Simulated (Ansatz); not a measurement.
Job for Ansatz (a quantum-chemistry and plane-wave program): R-BLYP/def2-TZVPP on C3H6O2 (SMILES COC(C)=O), a point of a torsion scan.

Ansatz 0.2 input:
```yaml
crystal:
  periodic: [false, false, false]
  atoms:
    - {symbol: C, position_ang: [0.37928515, 0.36393061, 1.83306987]}
    - {symbol: O, position_ang: [0.55705750, -0.12955942, 0.52183501]}
    - {symbol: C, position_ang: [-0.45970173, -0.15793766, -0.36185090]}
    - {symbol: C, position_ang: [-1.86360366, -0.06653652, 0.18791789]}
    - {symbol: O, position_ang: [-0.21095562, -0.24026773, -1.53171996]}
    - {symbol: H, position_ang: [-0.29215816, -0.26782235, 2.42119253]}
    - {symbol: H, position_ang: [1.36909060, 0.35139132, 2.28622836]}
    - {symbol: H, position_ang: [0.00011872, 1.38851296, 1.82263556]}
    - {symbol: H, position_ang: [-2.56356516, -0.20098498, -0.63114399]}
    - {symbol: H, position_ang: [-2.03112515, 0.90757430, 0.64353291]}
    - {symbol: H, position_ang: [-2.02844361, -0.83669356, 0.93870867]}
basis:
  gaussian:
    orbitals: def2-TZVPP
hamiltonian:
  xc: {name: BLYP}
scf: {lower_state_search: off}
```

The head of its log:

```
WARN ansatz: RAYON_NUM_THREADS=1 ignored (pool sized by the plan → 1); use --threads N
Functional definition: BLYP
these checks for a lower state are left out or cut short: stability, starts, cluster_reference, orbital_swaps, neighbouring_geometries, increment
integrals: 0.14 GiB planned
1196 factors; their error is unknown
mean field: 1.12 GiB planned
mean field evaluation 1: about -7289.7847 eV, gradient 8.5e1 eV
mean field evaluation 2: about -7264.1514 eV, gradient 1.4e2 eV
```

Question: What total energy does the run end on?

Answer: -268.4081 hartree.
